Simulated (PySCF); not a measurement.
C₄H₄F₂, SMILES F[C@@H]1C=C[C@H]1F. Atoms are numbered in the order given.

```xyz
10

F     -1.7352    -0.2473    -0.8774
C     -0.6911     0.3688    -0.2175
C     -0.6361     0.2318     1.2875
C      0.6361    -0.2318     1.2875
C      0.6911    -0.3688    -0.2175
F      1.7352     0.2473    -0.8774
H     -0.5900     1.4104    -0.5959
H     -1.3767     0.4469     2.0723
H      1.3767    -0.4469     2.0723
H      0.5900    -1.4104    -0.5959
```
Charge 0, spin multiplicity 1.

Coordinates come from a PBE-D3(BJ)/def2-SVP optimisation.

Level of theory: PBE/def2-TZVP (PySCF).

Symmetry labels are those of the subgroup C2 that the program uses (full group C2).

Computed valence orbital energies around the gap with their symmetry:
| orbital | symmetry | energy (eV) |
|---|---|---|
| HOMO−7 | A | -11.42 |
| HOMO−6 | A | -10.51 |
| HOMO−5 | B | -10.49 |
| HOMO−4 | B | -9.57 |
| HOMO−3 | A | -8.37 |
| HOMO−2 | B | -7.78 |
| HOMO−1 | A | -7.44 |
| HOMO | B | -7.21 |
| LUMO | A | -1.82 |
| LUMO+1 | B | 0.80 |
| LUMO+2 | A | 1.07 |
| LUMO+3 | A | 1.49 |
